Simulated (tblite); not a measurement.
C₄H₉BF₂.
Atom-mapped SMILES: `[CH3:1][C:2]([CH3:3])([CH3:4])[B:5]([F:6])[F:7]` (hydrogens: H8, H9, H10 on C1; H11, H12, H13 on C3; H14, H15, H16 on C4)

Computed with GFN2-xTB (tblite), gas phase: L-BFGS steps from a force-field or distance-geometry start until the largest atomic force falls under 0.01 eV/Å.

Geometry at step 12:
```
atom  x, y, z in Å
C1     -0.6518   -0.8682   -1.0266
C2     -0.0194    0.0702    0.0615
C3      1.0159    1.0242   -0.5820
C4      0.6999   -0.7986    1.1223
B5     -1.2782    0.8465    0.6499
F6     -2.1577    0.2620    1.4462
F7     -1.6685    2.0424    0.2407
H8     -0.2390   -1.8762   -0.9817
H9     -1.7267   -0.9761   -0.8789
H10    -0.5191   -0.4979   -2.0422
H11     0.5689    1.9699   -0.8805
H12     1.8035    1.2713    0.1254
H13     1.5001    0.5924   -1.4577
H14     1.7582   -0.8866    0.8948
H15     0.2899   -1.8016    1.1838
H16     0.6166   -0.3647    2.1134
```

Q: Give the atomic forces at this geometry.

A: 
| atom | Fx (eV/Å) | Fy (eV/Å) | Fz (eV/Å) |
| --- | --- | --- | --- |
| C1 | -0.088 | -0.068 | -0.035 |
| C2 | 0.223 | -0.226 | -0.355 |
| C3 | 0.071 | 0.102 | -0.001 |
| C4 | -0.003 | -0.006 | 0.057 |
| B5 | -0.278 | -0.026 | -0.122 |
| F6 | 0.149 | 0.107 | 0.033 |
| F7 | 0.122 | -0.120 | 0.112 |
| H8 | 0.165 | 0.185 | 0.035 |
| H9 | 0.003 | 0.024 | 0.081 |
| H10 | 0.115 | 0.177 | 0.172 |
| H11 | -0.155 | -0.095 | -0.089 |
| H12 | -0.043 | -0.019 | 0.127 |
| H13 | -0.133 | -0.140 | 0.104 |
| H14 | 0.013 | -0.049 | -0.130 |
| H15 | -0.155 | 0.009 | -0.050 |
| H16 | -0.007 | 0.145 | 0.062 |

The largest, 0.48 eV/Å, acts on C2; the rms over all components is 0.125 eV/Å. The forces sum to zero within rounding, as they must for an isolated molecule in no field.

Q: Give the force on C2 in Eh/bohr and in nN.

A: 0.476 eV/Å ÷ 51.422 = 0.00926 Eh/bohr, and 0.476 eV/Å × 1.602 = 0.76 nN.

Q: How far is this geometry from the end of the optimisation?

A: 0.296 eV above it, and 0.476 Å rms away after alignment. The bonds farthest from their final lengths, with half the difference of the two atoms' forces along the bond (positive lengthens):

```
 bond  now (Å)  final (Å)  force along bond (eV/Å)
C1–C2    1.570      1.544                    -0.10
C2–C4    1.548      1.536                    +0.03
C2–C3    1.548      1.536                    -0.02
B5–F7    1.323      1.318                    -0.14
B5–F6    1.323      1.318                    -0.12
C2–B5    1.592      1.596                    +0.29
```

The angle farthest from its final value is C1–C2–B5, 103.2° against 107.1°.

Of the 3 listed bonds off by 0.010 Å or more, this force points towards the final length in 2.

What follows is the cost of the whole relaxation. Time: 0.62 s wall. Hardware: one thread, Arm Neoverse N1 (aarch64), no GPU (shared host).
